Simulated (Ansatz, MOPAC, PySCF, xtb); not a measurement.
Torsion H4–S1–Si2–Cl3 in ClHSSi (SMILES S[Si]Cl); at each angle all else is relaxed with GFN2-xTB, and the levels are single points there.
Geometry at 180° (charge 0, multiplicity 1):
```xyz
4

S     -1.22097     0.52279     0.47542
Si     0.77766     0.82106    -0.35328
Cl     1.33129     2.49396     0.67769
H     -1.48289    -0.56088    -0.24395
```
Energies count from the point at 180°.

Frozen-core correlation. CBS(a, b) extrapolates the correlation energy as X⁻³ and adds the Hartree–Fock energy of set b. Rows in 6-31G* carry no dispersion term and start afresh at each structure (6-31G* with six Cartesian d functions). The state reached by PM7 isn't checked; PM7 holds dispersion and hydrogen-bond terms.

Programs: Ansatz (Gaussian basis) for Hartree–Fock, density functionals and correlated methods; MOPAC for PM7 (differences of heats of formation); PySCF for 6-31G* rows; xtb for the GFN methods. Each number belongs to the level named beside it.

Energies in kcal/mol.

```json
[
 {"dihedral (°)": "0", "PM7": "-1.08", "GFN2-xTB": "0.60", "HF/cc-pV(Q+d)Z": "1.36", "M06-2X/6-31G*": "0.71", "wB97M-V/def2-TZVPP": "0.96", "CCSD(T)/CBS(cc-pV(T+d)Z, cc-pV(Q+d)Z)": "1.10"},
 {"dihedral (°)": "30", "PM7": "0.28", "GFN2-xTB": "1.46", "HF/cc-pV(Q+d)Z": "3.63", "M06-2X/6-31G*": "3.14", "wB97M-V/def2-TZVPP": "3.20", "CCSD(T)/CBS(cc-pV(T+d)Z, cc-pV(Q+d)Z)": "3.34"},
 {"dihedral (°)": "60", "PM7": "3.27", "GFN2-xTB": "3.33", "HF/cc-pV(Q+d)Z": "8.67", "M06-2X/6-31G*": "8.69", "wB97M-V/def2-TZVPP": "8.31", "CCSD(T)/CBS(cc-pV(T+d)Z, cc-pV(Q+d)Z)": "8.41"},
 {"dihedral (°)": "90", "PM7": "5.00", "GFN2-xTB": "4.34", "HF/cc-pV(Q+d)Z": "11.50", "M06-2X/6-31G*": "12.01", "wB97M-V/def2-TZVPP": "11.38", "CCSD(T)/CBS(cc-pV(T+d)Z, cc-pV(Q+d)Z)": "11.35"},
 {"dihedral (°)": "120", "PM7": "3.74", "GFN2-xTB": "3.17", "HF/cc-pV(Q+d)Z": "8.61", "M06-2X/6-31G*": "8.86", "wB97M-V/def2-TZVPP": "8.41", "CCSD(T)/CBS(cc-pV(T+d)Z, cc-pV(Q+d)Z)": "8.41"},
 {"dihedral (°)": "150", "PM7": "1.19", "GFN2-xTB": "1.03", "HF/cc-pV(Q+d)Z": "2.84", "M06-2X/6-31G*": "2.87", "wB97M-V/def2-TZVPP": "2.72", "CCSD(T)/CBS(cc-pV(T+d)Z, cc-pV(Q+d)Z)": "2.73"},
 {"dihedral (°)": "180", "PM7": "0.00", "GFN2-xTB": "0.00", "HF/cc-pV(Q+d)Z": "0.00", "M06-2X/6-31G*": "0.00", "wB97M-V/def2-TZVPP": "0.00", "CCSD(T)/CBS(cc-pV(T+d)Z, cc-pV(Q+d)Z)": "0.00"},
 {"dihedral (°)": "210", "PM7": "1.19", "GFN2-xTB": "1.03", "HF/cc-pV(Q+d)Z": "2.84", "M06-2X/6-31G*": "2.86", "wB97M-V/def2-TZVPP": "2.72", "CCSD(T)/CBS(cc-pV(T+d)Z, cc-pV(Q+d)Z)": "2.73"},
 {"dihedral (°)": "240", "PM7": "3.74", "GFN2-xTB": "3.17", "HF/cc-pV(Q+d)Z": "8.61", "M06-2X/6-31G*": "8.86", "wB97M-V/def2-TZVPP": "8.41", "CCSD(T)/CBS(cc-pV(T+d)Z, cc-pV(Q+d)Z)": "8.41"},
 {"dihedral (°)": "270", "PM7": "5.00", "GFN2-xTB": "4.34", "HF/cc-pV(Q+d)Z": "11.50", "M06-2X/6-31G*": "12.01", "wB97M-V/def2-TZVPP": "11.38", "CCSD(T)/CBS(cc-pV(T+d)Z, cc-pV(Q+d)Z)": "11.35"},
 {"dihedral (°)": "300", "PM7": "3.27", "GFN2-xTB": "3.33", "HF/cc-pV(Q+d)Z": "8.67", "M06-2X/6-31G*": "8.68", "wB97M-V/def2-TZVPP": "8.31", "CCSD(T)/CBS(cc-pV(T+d)Z, cc-pV(Q+d)Z)": "8.41"},
 {"dihedral (°)": "330", "PM7": "0.28", "GFN2-xTB": "1.46", "HF/cc-pV(Q+d)Z": "3.63", "M06-2X/6-31G*": "3.14", "wB97M-V/def2-TZVPP": "3.20", "CCSD(T)/CBS(cc-pV(T+d)Z, cc-pV(Q+d)Z)": "3.34"}
]
```

Ansatz is a program for electronic structure.
